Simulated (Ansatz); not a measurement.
triplet methylene (CH2), triplet, at a GFN2-xTB geometry; WB97X-V/def2-SVP (Ansatz, a quantum-chemistry and plane-wave program).

The Ansatz input:
Ansatz 0.2 input:
```yaml
crystal:
  periodic: [false, false, false]
  atoms:
    - {symbol: C, position_ang: [0.00386916, 0.00066529, 0.10150064]}
    - {symbol: H, position_ang: [0.00046091, 0.97908788, -0.31139250]}
    - {symbol: H, position_ang: [-0.02367585, -0.98307960, -0.29761136]}
basis:
  gaussian:
    orbitals: def2-SVP
hamiltonian:
  xc: {name: wB97X-V}
magnetization: {spin_polarized: true, initial_magnetization: 2}
accuracy: high
```

**Question.** Predict the main parts of the log of this Ansatz run.

**Answer.** 
```
Functional definition: wB97X-V
470 factors; integrals over basis functions are off by at most 6.2e-9 eV
134 factors; integrals over basis functions are off by at most 2.2e-9 eV
mean field evaluation 1: about -1063.5840 eV, gradient 8.1e0 eV
mean field evaluation 2: about -1063.9292 eV, gradient 3.2e0 eV
mean field evaluation 4: about -1063.9904 eV, gradient 1.3e-1 eV
mean field evaluation 8: about -1063.9929 eV, gradient 3.1e-3 eV
mean field evaluation 16: about -1063.9929 eV, gradient 1.1e-7 eV
mean field -1063.99285199 eV, -39.1010161103 hartree, gradient 1.5e-8 eV, S^2 2.004714; 0 other end points of the search recorded, 0 dependent functions left out
reference -1063.99285194 eV, -39.1010161085 hartree; 5, 3 occupied and 19, 21 virtual orbitals, 470 factors
Total energy: -1063.99285194 eV, -39.1010161085 hartree
```
